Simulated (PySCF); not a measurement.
Species: C3H9Si (charge -1).
Numbering: `[CH3:1][CH:2]([CH3:3])[SiH2-:4]` (hydrogens: H5, H6, H7 on C1; H8 on C2; H9, H10, H11 on C3; H12, H13 on Si4)

Method: PySCF 2.14.0, PBE0-D3(BJ)/def2-SVP geometry optimisation, gas phase; density fitting, grid level 1; the optimiser is geomeTRIC in internal coordinates, started from an MMFF94s structure.

At the end of the run (lengths in Å): C2–Si4 1.992, Si4–H12 1.563, Si4–H13 1.560, C1–H5 1.114, C3–H11 1.111, C2–H8 1.110, C1–C2 1.523, H12–Si4–H13 93.1°, C2–Si4–H12 94.7°, C2–C1–H5 113.2°, C3–C2–Si4 110.6°, H12–Si4–C2–C1 -49°, H8–C2–Si4–H12 -167°.

Problem. These geometries were met on the way; a selection of coordinates is given. Order them by energy above the end point, lowest first.
A. C2–Si4 1.900, Si4–H12 1.485, Si4–H13 1.485, C1–H5 1.096, C3–H11 1.096, C2–H8 1.097, C1–C2 1.534, H12–Si4–H13 108.8°, C2–Si4–H12 109.4°, C2–C1–H5 110.7°, C3–C2–Si4 113.0°, H12–Si4–C2–C1 -62°, H8–C2–Si4–H12 -179°
B. C2–Si4 1.981, Si4–H12 1.535, Si4–H13 1.534, C1–H5 1.116, C3–H11 1.108, C2–H8 1.106, C1–C2 1.531, H12–Si4–H13 102.5°, C2–Si4–H12 97.1°, C2–C1–H5 112.5°, C3–C2–Si4 110.5°, H12–Si4–C2–C1 -54°, H8–C2–Si4–H12 -172°
C. C2–Si4 1.992, Si4–H12 1.564, Si4–H13 1.561, C1–H5 1.114, C3–H11 1.111, C2–H8 1.110, C1–C2 1.522, H12–Si4–H13 93.0°, C2–Si4–H12 95.1°, C2–C1–H5 113.2°, C3–C2–Si4 110.9°, H12–Si4–C2–C1 -49°, H8–C2–Si4–H12 -167°
D. C2–Si4 1.984, Si4–H12 1.553, Si4–H13 1.551, C1–H5 1.115, C3–H11 1.111, C2–H8 1.109, C1–C2 1.526, H12–Si4–H13 93.6°, C2–Si4–H12 92.2°, C2–C1–H5 113.1°, C3–C2–Si4 110.7°, H12–Si4–C2–C1 -49°, H8–C2–Si4–H12 -167°

Solution. C (0.001 eV), D (0.013 eV), B (0.069 eV), A (0.606 eV).

```
step  E above end (eV)  rms distance from the end, all atoms (Å)  largest force (eV/Å)  rms shift of all bonds from the end (Å)
   3             0.001                                     0.006                 0.067                                    0.001
   2             0.013                                     0.026                 0.207                                    0.004
   1             0.069                                     0.055                 1.068                                    0.012
   0             0.606                                     0.131                 3.406                                    0.042
```

Rows stand in the order of the answer.
